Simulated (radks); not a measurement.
The numbers below are computed, except where a source is named.
Spherical quantum dot in the effective-mass picture: electrons in a well V = -V0 / (1 + exp((r - R)/a)) with V0 = 4.7, R = 5.33, a = 0.34, with a point charge +1 (a donor) at the centre, all in effective atomic units (hartree* = m*/eps^2 hartree, bohr* = eps/m* bohr), one dielectric constant everywhere. Level of theory: non-relativistic Kohn-Sham, exchange-only LDA, spin-polarised, spherical densities (a radial shooting solver with Libxc functionals). Levels are named by radial order and angular momentum (1s, 1p, 1d, 2s, ...), and open shells are averaged over m. Results are scaled to m* = 0.486 and eps = 5.6, for which hartree* = 421.7 meV and bohr* = 0.6098 nm.

N = 17, configuration 1s2 1p6 1d(up 5, down 4). This is the lowest configuration that the search found. Occupied and some empty levels:

| level | occupation | eigenvalue (meV) | <r> (nm) |
|---|---|---|---|
| 1s up | 1 | -311.32 | 1.861 |
| 1s down | 1 | -307.70 | 1.826 |
| 1p up | 3 | -255.84 | 2.241 |
| 1p down | 3 | -250.51 | 2.238 |
| 1d up | 5 | -185.72 | 2.351 |
| 1d down | 4 | -180.17 | 2.351 |
| 2s up | 0 | -178.50 | 1.323 |
| 2s down | 0 | -178.43 | 1.347 |
| 1f up | 0 | -93.580 | 2.436 |
| 1f down | 0 | -87.965 | 2.436 |

Energy (meV): total -18205.1, kinetic 2735.2, external -34225, Hartree 14984, exchange-correlation -1699.8.
